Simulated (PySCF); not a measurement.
Assigning NMR signals

Geometry (Å), atoms numbered from 1 in this order:
```xyz
19

C     3.0417    0.0920    0.0918
C     2.5349    0.9024   -0.9102
C     1.1690    0.9883   -1.1060
C     0.2819    0.2700   -0.3093
Si   -1.5639    0.4017   -0.5924
C    -2.7373    0.1366    0.8601
C    -2.6738   -1.0461   -0.1139
C     0.8086   -0.5411    0.6935
C     2.1733   -0.6306    0.8936
H     4.1085    0.0258    0.2485
H     3.2067    1.4675   -1.5407
H     0.7819    1.6228   -1.8911
H    -1.9879    1.2707   -1.6805
H    -2.3515   -0.0424    1.8538
H    -3.6792    0.6642    0.8928
H    -3.5779   -1.2388   -0.6726
H    -2.2477   -1.9607    0.2736
H     0.1395   -1.1080    1.3248
H     2.5634   -1.2652    1.6766
```

Non-relativistic Hamiltonian, gas phase, single conformer, rapidly exchanging positions averaged. GIAO PBE0/pcSseg-1 shieldings; structure optimised with GFN2-xTB; PySCF 2.14.

Chemical shifts δ = σref − σ; TMS for ¹³C and ¹H, all at this level.

(1) Assign these signals to the numbered atoms. ¹³C{¹H} NMR (computed): δ 139.3, 137.2, 135.2, 133.2, -0.6.

(2) Assign these signals to the numbered atoms. ¹H NMR (300 MHz, computed): δ 7.65 (m, 2H), 7.63 (m, 1H), 7.59 (m, 2H), 3.61 (m, 1H), 0.88 (m, 2H), 0.75 (m, 2H).

Answers

(1) 
139.3 → C3/C8, aromatic CH: the aromatic region
137.2 → C4, substituted aromatic carbon
135.2 → C1, aromatic CH: the aromatic region
133.2 → C2/C9, aromatic CH
-0.6 → C6/C7, three-membered-ring carbon: carbons of three-membered rings are unusually shielded

C4 and C1 lie closer than the usual error of such a calculation, so a measured spectrum could show them in the other order.

(2) 
```tsv
δ (ppm)	atoms	environment	reason
7.65	H12/H18	hydrogen on an aromatic CH	aromatic region
7.63	H10	hydrogen on an aromatic CH	–
7.59	H11/H19	hydrogen on an aromatic CH	–
3.61	H13	hydrogen on a silicon bonded to 3 C, in a 3-membered ring	–
0.88	H14/H17	hydrogen on a three-membered-ring carbon	cyclopropane-type protons are shielded by the ring
0.75	H15/H16	hydrogen on a three-membered-ring carbon	–
```

H12/H18 and H10; H10 and H11/H19 lie closer than the usual error of such a calculation, so a measured spectrum could show them in the other order.

Shifts are as computed. Against solution values, carbons near 30 ppm lie about +3 ppm off and those near 130 ppm about +5 ppm. Of 1211 compounds with measured shifts, 218 miss one by over three times the rms of a fit or turn the order of signals round; such compounds aren't used in these exercises. No couplings were computed; multiplicities are counted from neighbouring protons, with m where these are inequivalent, close in shift, in a saturated or five-membered ring or joined by F or P, and br s for small geminal =CH2 splittings.
